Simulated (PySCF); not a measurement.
This PySCF input asks for the NMR shieldings of `InChI=1S/C7H7N.Al.3H/c1-2-7-4-3-5-8-6-7;;;;/h2-6H,1H2;;;;`; the geometry comes from GFN2-xTB.

```python
import basis_set_exchange as bse
import numpy as np
from pyscf import gto, dft
from pyscf.prop import nmr

atoms = """
C     3.357338   -1.009733    0.024817
C     2.059577   -1.266844    0.135585
C     0.975493   -0.303625   -0.007420
C     1.162804    1.054318   -0.280583
C     0.065857    1.892068   -0.396218
C    -1.198273    1.355576   -0.235436
N    -1.381903    0.070725    0.023377
Al   -3.308137   -0.359496    0.287685
C    -0.344809   -0.736868    0.134454
H     4.089966   -1.788269    0.145808
H     3.745051   -0.028363   -0.188323
H     1.733921   -2.275588    0.352431
H     2.158164    1.453095   -0.397921
H     0.192592    2.942825   -0.604188
H    -2.109919    1.935919   -0.305637
H    -3.191874   -1.902709    0.567465
H    -3.847825    0.129240   -1.111387
H    -3.577988    0.615980    1.499740
H    -0.589838   -1.769000    0.348289
"""
names = dict.fromkeys(["C", "N", "Al", "H"], "pcSseg-1")
basis = {el: gto.basis.parse(bse.get_basis(n, elements=[el], fmt="nwchem")) for el, n in names.items()}
mol = gto.M(atom=atoms, basis=basis, charge=0, verbose=0)
mf = dft.RKS(mol, xc="PBE0")
mf.grids.level = 2
mf.grids.alignment = dft.numint.BLKSIZE   # the property module wants whole blocks of grid points
mf.conv_tol = 1e-9
mf.kernel()

calc = nmr.RKS(mf)   # GIAO
C = mf.mo_coeff
Co = C[:, mf.mo_occ > 0]
resp = mf.gen_response(singlet=True, hermi=2)
def vind(x):   # induced exchange potential for any number of trial vectors
    d = np.einsum("pi,xij,qj->xpq", C, 2 * x.reshape(-1, C.shape[1], Co.shape[1]), Co, optimize=True)
    return np.einsum("xpq,pi,qj->xij", resp(d - d.transpose(0, 2, 1)), C, Co, optimize=True).ravel()
mo1, _ = nmr.rhf.solve_mo1(calc, with_cphf=vind)
sigma = calc.kernel(mo1)
for i, s in enumerate(sigma):   # ppm
    print("%2d %-2s %9.2f" % (i, mol.atom_pure_symbol(i), np.trace(s) / 3))
```

Task: What are the results?

Result: 
```
 0 C      62.06
 1 C      47.59
 2 C      47.49
 3 C      47.32
 4 C      57.62
 5 C      31.16
 6 N     -19.14
 7 Al    416.74
 8 C      33.89
 9 H      25.68
10 H      25.15
11 H      24.76
12 H      23.17
13 H      23.99
14 H      22.55
15 H      27.32
16 H      27.08
17 H      27.13
18 H      22.96
```

These numbers come from an equivalent density-fitted implementation of the same equations, which agrees with the script to about 0.01 ppm for H and up to a few tenths of a ppm for heavy atoms, so last digits may differ.

Size and cost of the density-fitted run: 210 basis functions, 42 s wall time on 1 thread of an Arm Neoverse V2, shared host; peak memory 0.94 GiB.
